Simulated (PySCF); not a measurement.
An unknown gives this computed stick spectrum. Method: TDDFT PBE0/def2-SVPD, vertical, gas phase, core orbitals frozen in the response in PySCF. Geometries: GFN2-xTB, one conformer each.

```
state  E (eV)       f  main configurations (H = HOMO, L = LUMO)
   S1    5.55  0.0056                                 H→L (92%)
   S2    7.14  0.0030      H→L+1 (60%), H-1→L (16%), H→L+2 (8%)
   S3    7.30   0.042     H-1→L (41%), H-2→L (31%), H→L+1 (20%)
   S4    7.58   0.027     H-2→L (30%), H→L+2 (26%), H-1→L (18%)
   S5    7.60   0.011     H→L+2 (40%), H-3→L (17%), H→L+1 (14%)
   S6    7.73   0.034     H-3→L (43%), H-1→L (16%), H-2→L (10%)
```

Question: Which structure fits? All have the formula C6H7NO2.
A. `c1(ccoc(c1)=O)NC`
B. `c1cocc(NC)c1=O`
C. `C1C[C@@H](C(=O)OC1)C#N`

Answer: C. Its S1, at 5.55 eV, is the highest among the candidates; the nearest of the others has S1 at 4.66 eV. S1 is HOMO→LUMO (92%). Löwdin shares by element: HOMO oxygen 65%, carbon 19% or more (atoms not listed hold the other 16%); LUMO oxygen 35%, carbon 28% or more, nitrogen 11% (atoms not listed hold the other 26%). At the same level the other candidates give, for their lowest levels:
- `CNc1ccoc(=O)c1`: 4.66 eV (f 0.073); 5.21 eV (f 0.000); 5.53 eV (f 0.043); 5.63 eV (f 0.000); 6.09 eV (f 0.000); T1 3.29 eV; HOMO -6.44, LUMO -1.02 eV
- `CNc1coccc1=O`: 4.22 eV (f 0.077); 4.31 eV (f 0.002); 5.17 eV (f 0.096); 5.59 eV (f 0.011); 5.83 eV (f 0.000); T1 3.00 eV; HOMO -6.11, LUMO -1.15 eV
Triplets come from the Tamm–Dancoff approximation.
